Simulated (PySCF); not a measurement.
**Ni: ionisation energy**

Ni [Ar] 3d8 4s2 (3F) → Ni⁺ [Ar] 3d9 (2D), as a difference of total energies. Calculation: PySCF 2.14, in def2-SVP (5s3p2d1f, 31 functions); no relativity, point nucleus. Correlated levels: valence: [Ar] frozen. The calculations carry no spin-orbit coupling.

```csv
method,ionisation energy (eV),difference from reference (eV)
UHF,8.102,+0.462
TPSS,7.563,-0.077
MP2 (valence),6.796,-0.844
SCS-MP2 (valence),7.066,-0.574
```

Reference: 7.640 eV (measured; NIST Atomic Spectra Database, ionization energies).

These non-relativistic numbers lack the scalar-relativistic shift.

The reference lies between the lowest fine-structure levels, while these numbers refer to the centres of the terms.

Errors of the correlated levels include the incompleteness of this basis and the frozen core.

MP2 underrates the near-degeneracy of ns² with np² in the lower species.
